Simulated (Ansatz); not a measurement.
WS2(OH)2 (WS2O2H2), 7 atoms. Hardware: 4 threads of Arm Neoverse V2 on a shared host.

In the def2 sets W takes a core potential; there is no spin–orbit coupling. Correlated methods freeze 12 core orbitals; core or outer-core shells of W are correlated, in sets that lack core-valence functions.

(1) How many basis functions does each of these Ansatz runs have, and roughly what does it cost? PBE-D4/def2-SVP, charge 0 singlet, energy, from earlier orbitals; PBE-D4/def2-TZVP, charge 0 singlet, energy, from earlier orbitals; PBE0-D4/def2-TZVP, charge 1 doublet at the geometry of the charge 0 singlet, energy, from earlier orbitals; HSE06-D4/def2-TZVP, charge 0 singlet, energy, from earlier orbitals; PBE0-D4/def2-TZVPD, charge 0 singlet, energy, from earlier orbitals; PBE0-D4/def2-SVP, charge 0 singlet, energy, from earlier orbitals; CAM-B3LYP-D4/def2-TZVP, charge 0 singlet, energy, from earlier orbitals; CCSD(T)/def2-TZVP, charge 0 singlet, energy, from earlier orbitals; r2SCAN-D4/def2-TZVP, charge 0 triplet at the geometry of the charge 0 singlet, energy, from earlier orbitals; r2SCAN-D4/def2-TZVP, charge 1 doublet at the geometry of the charge 0 singlet, energy, from earlier orbitals; PBE-D4/def2-TZVP, charge 0 triplet at the geometry of the charge 0 singlet, energy, from earlier orbitals; BLYP-D4/def2-TZVP, charge 0 singlet, energy, from earlier orbitals.

## Answers

(1) Other jobs shared the machine, so times can vary by a factor of up to 3. A dash marks memory too small to be measured apart from the calling script's.

| run | functions | fitting or Cholesky vectors | wall time | peak host memory (GiB) |
| --- | --- | --- | --- | --- |
| PBE-D4/def2-SVP, charge 0 singlet, energy, from earlier orbitals | 106 | 1119 | 1.1 s | – |
| PBE0-D4/def2-SVP, charge 0 singlet, energy, from earlier orbitals | 106 | 995 | 1.6 s | – |
| PBE-D4/def2-TZVP, charge 0 singlet, energy, from earlier orbitals | 188 | 1236 | 1.9 s | – |
| BLYP-D4/def2-TZVP, charge 0 singlet, energy, from earlier orbitals | 188 | 1236 | 2.2 s | – |
| HSE06-D4/def2-TZVP, charge 0 singlet, energy, from earlier orbitals | 188 | 1332 | 2.8 s | – |
| CAM-B3LYP-D4/def2-TZVP, charge 0 singlet, energy, from earlier orbitals | 188 | 1312 | 3.4 s | 0.55 |
| PBE0-D4/def2-TZVPD, charge 0 singlet, energy, from earlier orbitals | 233 | 1516 | 4.6 s | 0.7 |
| PBE-D4/def2-TZVP, charge 0 triplet at the geometry of the charge 0 singlet, energy, from earlier orbitals | 188 | 1236 | 4.8 s | – |
| PBE0-D4/def2-TZVP, charge 1 doublet at the geometry of the charge 0 singlet, energy, from earlier orbitals | 188 | 1332 | 7 s | 0.7 |
| r2SCAN-D4/def2-TZVP, charge 1 doublet at the geometry of the charge 0 singlet, energy, from earlier orbitals | 188 | 1236 | 11 s | – |
| r2SCAN-D4/def2-TZVP, charge 0 triplet at the geometry of the charge 0 singlet, energy, from earlier orbitals | 188 | 1236 | 25 s | 0.59 |
| CCSD(T)/def2-TZVP, charge 0 singlet, energy, from earlier orbitals | 188 | 1314 | 96 s | 2.4 |
